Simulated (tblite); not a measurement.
Compound: C5H8O2S.
Numbering: `[CH2:1]=[C:2]=[CH:3][CH2:4][S:5]([CH3:6])(=[O:7])=[O:8]` (hydrogens: H9, H10 on C1; H11 on C3; H12, H13 on C4; H14, H15, H16 on C6)

Structure used (GFN2-xTB), in Å, numbered top down from 1:
```
atom  x, y, z in Å
C1     2.634    0.587   -1.139
C2     1.773   -0.170   -0.539
C3     0.918   -0.948    0.055
C4    -0.460   -1.208   -0.429
S5    -1.635   -0.431    0.745
C6    -1.239    1.338    0.656
O7    -1.338   -0.895    2.072
O8    -2.970   -0.629    0.248
H9     2.693    1.646   -0.947
H10    3.342    0.191   -1.850
H11    1.166   -1.411    1.000
H12   -0.709   -2.267   -0.416
H13   -0.666   -0.781   -1.406
H14   -1.897    1.851    1.346
H15   -1.413    1.674   -0.358
H16   -0.205    1.462    0.949
```

All values are computed: GFN2-xTB (tblite) harmonic vibrations without scaling, gas phase. The method is semi-empirical: single wavenumbers can be off by several per cent or more. One conformer, not necessarily the lowest.

Harmonic wavenumbers (cm⁻¹): 39.4, 45.3, 119.0, 151.1, 179.0, 238.8, 276.7, 302.9, 331.1, 389.3, 454.5, 512.0, 543.2, 654.8, 731.3, 807.2, 851.8, 854.6, 857.3, 872.6, 963.3, 991.8, 1074.6, 1110.5, 1146.5, 1169.0, 1258.7, 1261.4, 1318.0, 1412.3, 1420.3, 1430.9, 1445.1, 2089.9, 3006.8, 3034.4, 3052.5, 3067.4, 3072.4, 3080.0, 3085.0, 3092.6.

A = 3668, B = 998.2, C = 952.6 MHz; mass 132.025 u (most abundant isotopes); point group C1, symmetry number 1.

Problem. Zero-point energy?

Solution. ½Σν̃ = 25898 cm⁻¹ = 74.05 kcal/mol.

Problem. Entropy at 273.15 K, 1 bar (ideal gas, RRHO, classical rotation)?

Solution. Translation 40.14, rotation 28.65, vibration 27.05: S = 95.8 cal/(mol K).

Problem. And Cp and H(273.15 K) − H(0)?

Solution. Cp = 34.71 cal/(mol K), of which vibrations give 26.77 (their classical limit is 42 R = 83.5); H(273.15 K) − H(0) = 5.98 kcal/mol without the zero-point energy, 3.81 from vibrations.

Problem. How do the functions run with temperature in this model?

Solution. 
```json
{"T (K)": "150", "S (cal/(mol K))": "78.7", "Cp (cal/(mol K))": "23.6", "H − H(0) (kcal/mol)": "2.38", "G − H(0) (kcal/mol)": "-9.42", "ln q(vib)": "3.38"}
{"T (K)": "250", "S (cal/(mol K))": "92.9", "Cp (cal/(mol K))": "32.7", "H − H(0) (kcal/mol)": "5.20", "G − H(0) (kcal/mol)": "-18.02", "ln q(vib)": "6.01"}
{"T (K)": "298.15", "S (cal/(mol K))": "99.0", "Cp (cal/(mol K))": "36.9", "H − H(0) (kcal/mol)": "6.87", "G − H(0) (kcal/mol)": "-22.64", "ln q(vib)": "7.24"}
{"T (K)": "400", "S (cal/(mol K))": "111.0", "Cp (cal/(mol K))": "45.1", "H − H(0) (kcal/mol)": "11.06", "G − H(0) (kcal/mol)": "-33.34", "ln q(vib)": "9.80"}
{"T (K)": "600", "S (cal/(mol K))": "131.7", "Cp (cal/(mol K))": "56.9", "H − H(0) (kcal/mol)": "21.34", "G − H(0) (kcal/mol)": "-57.67", "ln q(vib)": "14.60"}
{"T (K)": "900", "S (cal/(mol K))": "157.0", "Cp (cal/(mol K))": "68.0", "H − H(0) (kcal/mol)": "40.22", "G − H(0) (kcal/mol)": "-101.12", "ln q(vib)": "21.15"}
```

q(vib) and H(0) count from the zero-point level.

Problem. Blend soft modes into free rotors: weight 1/[1 + (100 cm⁻¹/ν̃)⁴] for the oscillator and the rest for a rotor with moment μB/(μ + B), μ = h/(8π²ν), B = 10⁻⁴⁴ kg m². What vibrational entropy results?

Solution. 24.32 cal/(mol K) in place of 27.05, which changes −T·S at 273.15 K by +0.75 kcal/mol.

Problem. Which modes carry the vibrational entropy at 273.15 K?

Solution. 39.4 cm⁻¹: 5.12; 45.3 cm⁻¹: 4.84; 119.0 cm⁻¹: 2.95; 151.1 cm⁻¹: 2.49; 179.0 cm⁻¹: 2.18; 238.8 cm⁻¹: 1.66 cal/(mol K); the other 36 give 7.82 together.

Problem. What must be added to the electronic energy to get the Gibbs energy at 273.15 K and 1 bar?

Solution. ZPE + [H(273.15 K) − H(0)] − T·S = 74.05 + 5.98 − 26.18 = 53.85 kcal/mol.

Hindered rotation and anharmonicity are outside this model. Other conformers, if any are populated, would add a mixing term that is left out. The structure is chiral; the term R ln 2 for an equal mix with its mirror image is left out.
